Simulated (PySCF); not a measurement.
VF4, SMILES [F][V]([F])([F])[F] (connectivity only; charge and spin as stated), neutral, multiplicity 2.

Geometry: B3LYP-D3(BJ)/def2-SVP. The spin state was assumed, not searched. The isomer is the one that the SMILES or the coordinates give; other isomers of the formula were not compared.

These are PBE0/def2-TZVP (PySCF) values and carry that method's errors.

The molecule is in vacuum.

**Question.** Estimate the frontier levels, dipole moment and polarisability. (An estimate is asked for; the answer gives what the named calculation found.)

**Answer.** 
The α spin, highest occupied and lowest empty level is -8.73 and -4.64 eV and the β spin, highest occupied and lowest empty level comes out as -12.56 and -3.95 eV. The dipole moment comes out as 0.00 D, the quadrupole, principal values (traceless, Buckingham form, about the centre of nuclear charge) is -0.66, -0.66, 1.31 D·Å and the mean static polarisability comes out as 30.0 bohr³ (4.44 Å³). The polarisability, principal values is 28.7, 30.6, 30.6 bohr³. The ⟨S²⟩ is 0.754 (pure state 0.75).
